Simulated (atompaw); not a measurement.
## PBEsol PAW (atompaw) dataset for Hf, scalar-relativistic all-electron reference.

The input file (atompaw 4.2.0.5):

```
Hf 72
GGA-PBESOL scalarrelativistic loggrid 2001 logderivrange -4 5 226
6 6 5 4 0 0
6 0 0
6 1 0
5 2 1
0 0 0
c
c
c
c
c
v
c
c
c
c
v
c
c
v
c
2
3.00 2.60 2.80 1.75
y
1.15
n
y
-0.05
n
y
-1.4
n
custom polynom2 7 10 vanderbiltortho sinc
bessel
2.75
2.75
3.00
3.00
3.00
3.00
PWSCFOUT
UPFDX 0.0125d0 UPFXMIN -7.d0 UPFZMESH 72.d0
END
```

Command:

```bash
atompaw < Hf.input > Hf.log
```

Resulting log (summary file):

```
Completed calculations for Hf (AE)

 Exchange-correlation type: GGA, Perdew-Burke-Ernzerhof modified (PBEsol)

 Radial integration grid is logarithmic
 r0 =   9.4764859E-05 h =   6.8230699E-03   n =      2001 rmax =   8.0000000E+01

 Scalar relativistic calculation

 AEatom converged in  39 iterations
   nz     =  72.00
   delta  =       9.551445775829E-17

 All Electron Orbital energies:
  n  l      occupancy      energy
  1  0      2.0000000E+00 -4.7988161E+03
  2  0      2.0000000E+00 -8.2237949E+02
  3  0      2.0000000E+00 -1.8891314E+02
  4  0      2.0000000E+00 -3.9641371E+01
  5  0      2.0000000E+00 -6.9322890E+00
  6  0      0.0000000E+00 -1.8929776E+00
  2  1      6.0000000E+00 -7.2239288E+02
  3  1      6.0000000E+00 -1.5904861E+02
  4  1      6.0000000E+00 -2.9844445E+01
  5  1      6.0000000E+00 -4.5976226E+00
  6  1      0.0000000E+00 -1.4012002E+00
  3  2      1.0000000E+01 -1.2370021E+02
  4  2      1.0000000E+01 -1.7189654E+01
  5  2      1.0000000E+00 -1.9917085E+00
  4  3      1.4000000E+01 -3.2480504E+00

 Total energy
   Total                    :   -30144.09387856240937

 ---
 Completed calculations for Hf (SC)

 Exchange-correlation type: GGA, Perdew-Burke-Ernzerhof modified (PBEsol)

 Radial integration grid is logarithmic
 r0 =   9.4764859E-05 h =   6.8230699E-03   n =      2001 rmax =   8.0000000E+01

 Scalar relativistic calculation

 SCatom converged in   1 iterations
   nz     =  72.00
   delta  =       4.536500358088E-18

 Valence Electron Orbital energies:
  n  l      occupancy      energy
   6  0      0.0000000E+00 -1.8929776E+00
   6  1      0.0000000E+00 -1.4012002E+00
   5  2      1.0000000E+00 -1.9917085E+00

 Total energy
   Total                    :   -30144.09387856180911
   Valence                  :     -605.83158100518335

 PAW parameters:
       lmax =            2
         rc =    3.0044654809515108
        irc =         1520
   rc_shape =    2.6033793454503096
    rc_vloc =    2.8062996073367499
    rc_core =    1.7525197780129615
   Vloc: truncated form - Vps(r)=A.sin(qr)/r for r<rc
   Projector type: improved polynomial pseudization + Vanderbilt ortho.
   Sinc^2 compensation charge shape zeroed at   2.6034E+00

 Number of basis functions     6
 No.   n  nodes  l      Energy         Cp coeff         Occ
  1    6    5    0   -0.1892978E+01  0.8270267E+01  0.0000000E+00
  2  999    6    0    0.1150000E+01  0.1072067E+01  0.0000000E+00
  3    6    4    1   -0.1401200E+01  0.4691990E+02  0.0000000E+00
  4  999    5    1   -0.5000000E-01  0.2107412E+01  0.0000000E+00
  5    5    2    2   -0.1991708E+01 -0.1500019E+02  0.1000000E+01
  6  999    3    2   -0.1400000E+01 -0.6779301E+01  0.0000000E+00

 Eigenvalues of overlap operator (in the basis of projectors):
    1        1.78867475E-01
    2        3.85208739E-01
    3        3.06445046E+00
    4        1.15707880E+01
    5        1.02887174E+02
    6        6.65038608E+02

 Orbital leakage outside PAW augmentation regions
   orb  is_core?  %out_of_sphere
   1 0    T           0.00
   2 0    T           0.00
   3 0    T           0.00
   4 0    T           0.00
   5 0    T           0.03
   6 0    F          36.94
   2 1    T          -0.00
   3 1    T           0.00
   4 1    T           0.00
   5 1    T           0.34
   6 1    F          62.15
   3 2    T           0.00
   4 2    T           0.00
   5 2    F           8.93
   4 3    T           0.04

 Summary of PAW energies
   Total valence energy     :   -605.83158883838155
   Smooth energy            :     -4.46887878259308
   One center               :   -601.36271005578851
   Smooth kinetic           :      0.58775113950903
   Vloc energy              :      0.07332436722377
   Smooth exch-corr         :    -11.08649471795026
   One-center xc            :   -593.55200107335497
```

The run took about 19 s on one core of a shared server CPU.
